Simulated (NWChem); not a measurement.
**A calculation on HFSi**

```xyz
3

Si    -0.4560     0.4037     0.0000
H      0.5537     1.5754     0.0000
F      0.6478    -0.8030     0.0000
```
Charge 0, spin multiplicity 1.

Everything below was run with NWChem. The geometry was optimised at PBE0/def2-SVP, a minimum by its harmonic frequencies.

Symmetry labels belong to the abelian group Cs used in the runs, with the axes of the coordinates shown.

The structure started from a generated list of species.

**Question.** List the lowest 6 singlet excitations that TD-BHandHLYP/aug-cc-pVDZ gives, with oscillator strengths.

**Answer.** 
| state | symmetry | energy (eV) | wavelength (nm) | f |
|---|---|---|---|---|
| 1 | a" | 3.00 | 413 | 0.024 |
| 2 | a' | 5.66 | 219 | 0.072 |
| 3 | a' | 6.49 | 191 | 0.203 |
| 4 | a' | 7.38 | 168 | 0.049 |
| 5 | a" | 7.51 | 165 | 0.029 |
| 6 | a" | 7.91 | 157 | 0.052 |
